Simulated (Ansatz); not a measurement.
Abridged output of a molecular run in Ansatz:

```
Functional definition: HF
1764 factors; integrals over basis functions are off by at most 1.1e-3 eV
mean field evaluation 1: about -23169.0632 eV, gradient 3.2e1 eV
mean field evaluation 2: about -23169.3204 eV, gradient 3.2e1 eV
mean field evaluation 4: about -23172.1658 eV, gradient 4.3e0 eV
mean field evaluation 8: about -23172.2324 eV, gradient 3.0e-1 eV
mean field evaluation 16: about -23172.2330 eV, gradient 1.8e-6 eV
mean field -23172.23295616 eV, -851.5638544353 hartree, gradient 1.8e-6 eV, S^2 0.000000; 0 other end points of the search recorded, 0 dependent functions left out
12 core orbitals not correlated: weight in the atoms' cores, before any rotation towards them, 1.000 or more for the frozen orbitals, at most 0.000 for the correlated occupied ones
reference -23172.23295616 eV, -851.5638544353 hartree; 21, 21 occupied and 236, 236 virtual orbitals, 1764 factors
second order -30.55498912 eV of doubles, -0.00000000 eV of singles
cycle   1  -30.73494515 eV  change   -1.8e-1 eV  update   1.2e-1
cycle   2  -31.49586476 eV  change   -7.6e-1 eV  update   3.6e-2
cycle   3  -31.64528700 eV  change   -1.5e-1 eV  update   1.9e-2
cycle   4  -31.63257060 eV  change    1.3e-2 eV  update   4.6e-3
cycle   5  -31.62807152 eV  change    4.5e-3 eV  update   2.1e-3
cycle   6  -31.62856405 eV  change   -4.9e-4 eV  update   6.4e-4
cycle   7  -31.62844368 eV  change    1.2e-4 eV  update   2.9e-4
cycle   8  -31.62833867 eV  change    1.1e-4 eV  update   8.7e-5
cycle   9  -31.62837466 eV  change   -3.6e-5 eV  update   3.8e-5
cycle  10  -31.62839749 eV  change   -2.3e-5 eV  update   1.3e-5
perturbative correction -1.14642527 eV, -0.0421303518 hartree
Total energy: -23205.00777893 eV, -852.7683069564 hartree
```

Its atoms:

```xyz
11

C    -0.935   -0.896    0.804
C    -0.462    0.448    0.327
F    -1.518    1.099   -0.268
Cl    0.039    1.439    1.739
Sn    1.213    0.414   -1.087
H    -1.766   -0.774    1.503
H    -0.127   -1.430    1.306
H    -1.275   -1.487   -0.050
H     0.727   -0.489   -2.453
H     2.530   -0.344   -0.315
H     1.573    2.021   -1.505
```

Problem. Which basis set was used?
A. def2-TZVPP
B. cc-pV(Q+d)Z
C. cc-pV(D+d)Z
D. def2-SVPD

Solution. A. It gives 269 functions.

Problem. Write the keys of the input that set method, charge and spin (a neutral closed shell needs none for the last two).

Solution. 
```yaml
correlation: {method: ccsd_t}
```
